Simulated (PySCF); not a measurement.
## Core-level binding energies of `[SiH2-]c1cccs1`

Compound: C₄H₅SSi (charge -1).
SMILES with atom numbers: `[SiH2-:1][c:2]1[cH:3][cH:4][cH:5][s:6]1`

Geometry (GFN2-xTB, Å), atoms numbered from 1 in this order:
```
atom  x, y, z in Å
Si1    2.436   -0.122   -0.321
C2     0.636    0.118   -0.098
C3    -0.292   -0.757    0.429
C4    -1.630   -0.410    0.199
C5    -1.774    0.724   -0.542
S6    -0.216    1.386   -0.965
H7     2.909   -0.756    0.923
H8     3.064    1.204   -0.345
H9     0.013   -1.625    0.995
H10   -2.474   -0.978    0.573
H11   -2.666    1.220   -0.875
```

The calculation used delta-SCF UKS SCAN, pcX-2 on the ionised atom, pcseg-1 elsewhere, spin-free X2C (PySCF). Vertical ΔSCF values, vacuum level as zero.

What binding energy does each computed site have?

```csv
atom(s),bonded to,level,binding energy (eV),2p1/2 (eV),above the level's lowest (eV),count
Si1,C and 2 H,Si 2p3/2,99.66,100.29,0.00,1
Si1,C and 2 H,Si 1s,1839.34,–,0.00,1
C2,"S (aromatic in the SMILES), C (aromatic in the SMILES) and Si",C 1s,285.36,–,+0.42,1
C3,2 C (aromatic in the SMILES) and H,C 1s,284.94,–,0.00,1
C4,2 C (aromatic in the SMILES) and H,C 1s,285.78,–,+0.84,1
C5,"S (aromatic in the SMILES), C (aromatic in the SMILES) and H",C 1s,285.38,–,+0.44,1
S6,2 C (aromatic in the SMILES),S 1s,2472.73,–,0.00,1
```

Lowest listed C 1s: C3, bonded to 2 C (aromatic in the SMILES) and H. Highest, 0.84 eV above it: C4, bonded to 2 C (aromatic in the SMILES) and H. The widest gap between neighbouring values is 0.42 eV, between 284.94 and 285.36 eV. Summing the Pauling electronegativity differences to the bonded atoms, each weighted by its formal bond order, gives -0.35 for the lowest site and -0.35 for the highest; the largest sum, -0.30, belongs to C5, 0.40 eV below the top. The smallest sum, -0.60, belongs to C2, 0.42 eV above the lowest. The values 285.36 and 285.38 eV lie too close for their order to be trusted.

What is the longest wavelength that can ionise Si 2p3/2 of Si1 vertically?

λ = hc/E = 12398.42 eV Å / 99.66 eV = 124.407 Å.

Which effective nuclear charge Zeff reproduces each element's mean 1s value in the hydrogen-like formula E = 13.606 eV × Zeff²?

C (Z = 6): mean 285.4 eV, Zeff = 4.58, Z − Zeff = 1.42; Si (Z = 14): mean 1839.3 eV, Zeff = 11.63, Z − Zeff = 2.37; S (Z = 16): mean 2472.7 eV, Zeff = 13.48, Z − Zeff = 2.52. Means run over the listed sites, weighted by atom count.

Not every level is listed. The unrestricted hole states depart most from a pure doublet (⟨S²⟩ = 0.75; over 0.85 named) for C 1s of C5 (0.99), which makes this value less certain. 2p3/2 and 2p1/2 are the ΔSCF energy of one spin-free 2p hole plus the eigenvalues of a spin–orbit and ligand-field matrix of the shell. 2p1/2 minus 2p3/2 (ligand field included): Si 0.63 eV. The species carries charge -1, so core ionisation leaves a neutral species. The basis sets have no added diffuse functions. Geometry: GFN2-xTB, one conformer, isolated ion.
